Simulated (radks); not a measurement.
The numbers below are computed, except where a source is named.
Xe II, configuration [Kr] 4d10 5s2 5p4 7s1 (not the ground configuration). Level of theory: scalar-relativistic Kohn-Sham, PBE, spin-polarised, spherical densities, finite nucleus; open shells are filled with parallel spins first (spin-orbit coupling, left out, can overturn this in heavy ions); Fermi nuclear charge, rms radius 4.7859 fm (a radial shooting solver on a logarithmic mesh with Libxc functionals).

Radial electron density D(r) = 4 pi r^2 rho(r):

```
   r/bohr * D(r) (the largest magnitude, 90.6, reaches the edge; | marks zero)
 0.003413 |        *
 0.004005 |           *
 0.004737 |              *
 0.005559 |                 *
 0.006524 |                     *
 0.007717 |                         *
 0.009056 |                              *
  0.01063 |                                  *
  0.01257 |                                      *
  0.01475 |                                        *
  0.01745 |                                          *
  0.02048 |                                         *
  0.02403 |                                        *
  0.02843 |                                      *
  0.03336 |                                    *
  0.03915 |                                    *
  0.04632 |                                       *
  0.05435 |                                            *
  0.06378 |                                                  *
  0.07545 |                                                      *
  0.08854 |                                                      *
   0.1047 |                                                  *
   0.1229 |                                           *
   0.1442 |                                       *
   0.1706 |                                       *
   0.2002 |                                           *
    0.235 |                                              *
    0.278 |                                          *
   0.3262 |                                 *
   0.3859 |                     *
   0.4528 |               *
   0.5314 |               *
   0.6286 |                 *
   0.7377 |                 *
   0.8657 |             *
    1.024 |        *
    1.202 |     *
     1.41 |   *
    1.668 |  *
    1.958 | *
    2.316 | *
    2.718 |*
    3.189 *
    3.772 *
    4.427 *
    5.195 *
    6.146 *
    7.212 *
    8.463 *
    10.01 *
    11.75 *
     13.9 *
    16.31 *
    19.14 *
```

D(r) has 5 maxima, at r = 0.0186, 0.0824, 0.237, 0.676, 8.81 bohr, and minima at 0.0361, 0.155, 0.494, 5.36 bohr, inside which lie 1.97, 11.15, 29.00, 52.11 electrons.
